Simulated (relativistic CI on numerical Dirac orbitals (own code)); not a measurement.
## Line list: Electric-dipole lines, Ir⁵⁴⁺

Calculated at this level of theory: Dirac-Coulomb-Breit CI, separate exchange-only KLI orbitals for each configuration, model QED, unscaled Slater integrals (own radial code, finite nucleus).

CI space (outside the closed core [Ne]): 3s2.3p6.3d5, 3s2.3p5.3d6, 3s2.3p4.3d7, 3s.3p6.3d6, 3p6.3d7, 3s.3p5.3d7, 3s2.3p6.3d4.4s, 3s2.3p6.3d4.4p, 3s2.3p4.3d6.4s, 3s2.3p5.3d5.4s, 3s2.3p6.3d4.4f, 3p6.3d6.4s, 3s2.3p6.3d3.4s2, 3s2.3p6.3d4.5s, 3p6.3d5.4s2. Levels of other configurations are missing.

| λ vac (nm) | Lower | Upper | A (s⁻¹) | gf | Branching (%) |
| --- | --- | --- | --- | --- | --- |
| 1.6006 | 3s2.3p6.3d5 2I_13/2 [15] | 3s2.3p5.3d6 2H°_11/2 [200] | 7.15e+12 | 3.29e+00 | 70.4 |
| 1.6104 | 3s2.3p6.3d5 6S_5/2 [2] | 3s2.3p5.3d6 4D°_7/2 [157] | 1.87e+12 | 5.81e-01 | 23.6 |
| 1.6163 | 3s2.3p6.3d5 2H_11/2 [4] | 3s2.3p5.3d6 4F°_9/2 [159] | 6.08e+12 | 2.38e+00 | 66.2 |
| 1.6293 | 3s2.3p6.3d5 2G_9/2 [6] | 3s2.3p5.3d6 4F°_9/2 [159] | 2.42e+12 | 9.62e-01 | 26.3 |
| 1.6343 | 3s2.3p6.3d5 2F_7/2 [9] | 3s2.3p5.3d6 2D°_5/2 [161] | 5.32e+12 | 1.28e+00 | 60.3 |
| 1.6368 | 3s2.3p6.3d5 4G_7/2 [3] | 3s2.3p5.3d6 4D°_7/2 [157] | 2.42e+12 | 7.76e-01 | 30.5 |
| 1.6534 | 3s2.3p6.3d5 2G_9/2 [6] | 3s2.3p5.3d6 4D°_7/2 [157] | 2.53e+12 | 8.31e-01 | 32.0 |
| 1.6680 | 3s2.3p6.3d5 2I_13/2 [15] | 3s2.3p5.3d6 2I°_13/2 [181] | 3.00e+12 | 1.75e+00 | 81.9 |
| 2.6137 | 3s2.3p6.3d5 4G_7/2 [3] | 3s2.3p5.3d6 2D°_5/2 [83] | 1.82e+12 | 1.12e+00 | 74.6 |
| 2.6297 | 3s2.3p6.3d5 2H_11/2 [4] | 3s2.3p5.3d6 2G°_9/2 [82] | 1.34e+12 | 1.39e+00 | 59.9 |
| 2.6298 | 3s2.3p6.3d5 6S_5/2 [2] | 3s2.3p5.3d6 6P°_3/2 [76] | 1.25e+12 | 5.17e-01 | 68.5 |
| 2.6364 | 3s2.3p6.3d5 2G_9/2 [6] | 3s2.3p5.3d6 2F°_7/2 [84] | 2.04e+12 | 1.70e+00 | 90.7 |
| 2.6372 | 3s2.3p6.3d5 4G_11/2 [13] | 3s2.3p5.3d6 2H°_9/2 [123] | 1.27e+12 | 1.32e+00 | 63.0 |
| 2.6484 | 3s2.3p6.3d5 2D_5/2 [7] | 3s2.3p5.3d6 2D°_3/2 [86] | 1.53e+12 | 6.43e-01 | 69.5 |
| 2.6534 | 3s2.3p6.3d5 2I_13/2 [15] | 3s2.3p5.3d6 2H°_11/2 [126] | 1.89e+12 | 2.39e+00 | 85.3 |
| 2.6560 | 3s2.3p6.3d5 4G_9/2 [14] | 3s2.3p5.3d6 2F°_7/2 [120] | 1.48e+12 | 1.25e+00 | 72.2 |
| 2.6584 | 3s2.3p6.3d5 2D_5/2 [1] | 3s2.3p5.3d6 2P°_3/2 [46] | 1.93e+12 | 8.18e-01 | 98.7 |
| 2.6644 | 3s2.3p6.3d5 2G_9/2 [6] | 3s2.3p5.3d6 2G°_9/2 [82] | 7.19e+11 | 7.65e-01 | 32.2 |
| 2.6655 | 3s2.3p6.3d5 2D_5/2 [1] | 3s2.3p5.3d6 2D°_5/2 [45] | 2.11e+12 | 1.35e+00 | 99.2 |
| 2.6938 | 3s2.3p6.3d5 2H_11/2 [30] | 3s2.3p5.3d6 2G°_9/2 [149] | 1.72e+12 | 1.87e+00 | 86.8 |
| 2.6998 | 3s2.3p6.3d5 6S_5/2 [2] | 3s2.3p5.3d6 2F°_5/2 [68] | 7.32e+11 | 4.80e-01 | 87.4 |
| 2.7028 | 3s2.3p6.3d5 2H_11/2 [4] | 3s2.3p5.3d6 2H°_11/2 [77] | 1.73e+12 | 2.28e+00 | 96.6 |
| 2.7058 | 3s2.3p6.3d5 4G_7/2 [3] | 3s2.3p5.3d6 2F°_7/2 [75] | 7.64e+11 | 6.71e-01 | 61.8 |
| 2.7241 | 3s2.3p6.3d5 2H_11/2 [4] | 3s2.3p5.3d6 2G°_9/2 [74] | 4.67e+11 | 5.20e-01 | 33.5 |
| 2.7614 | 3s2.3p6.3d5 2G_9/2 [6] | 3s2.3p5.3d6 2G°_9/2 [74] | 7.20e+11 | 8.23e-01 | 51.6 |
| 2.7659 | 3s2.3p6.3d5 2F_7/2 [9] | 3s2.3p5.3d6 2F°_7/2 [79] | 1.00e+12 | 9.21e-01 | 87.3 |
| 2.7674 | 3s2.3p6.3d5 4G_7/2 [3] | 3s2.3p5.3d6 2G°_7/2 [69] | 5.67e+11 | 5.21e-01 | 61.7 |
| 2.7885 | 3s2.3p6.3d5 2D_5/2 [1] | 3s2.3p5.3d6 4D°_7/2 [43] | 6.91e+11 | 6.44e-01 | 97.1 |
| 2.8008 | 3s2.3p6.3d5 4G_11/2 [13] | 3s2.3p5.3d6 4G°_11/2 [107] | 8.70e+11 | 1.23e+00 | 89.0 |
| 2.8155 | 3s2.3p6.3d5 2I_13/2 [15] | 3s2.3p5.3d6 2I°_13/2 [109] | 9.12e+11 | 1.52e+00 | 90.3 |

Terms are leading LS components. Brackets give the number of a level in order of energy, since labels repeat. The list gives strong lines, with weight on those to low levels, without lines whose two gauges differ by over a factor of 2.5, among the lowest 200 of 2819 levels, so that lines to higher ones, which can be the strongest, are missing. Levels whose partners in the same complex of configurations lie outside the list can be far off, and so can their lines. Rates are taken at the computed energies, electric ones in the length gauge.

At this charge energies of transitions that change n are usually good to better than 1 %, and those within a shell (Δn = 0) to a few per cent.

LS names give the leading component of a level, which can be under half, so a name can repeat, a term be missing and a line seem to break the LS rules.
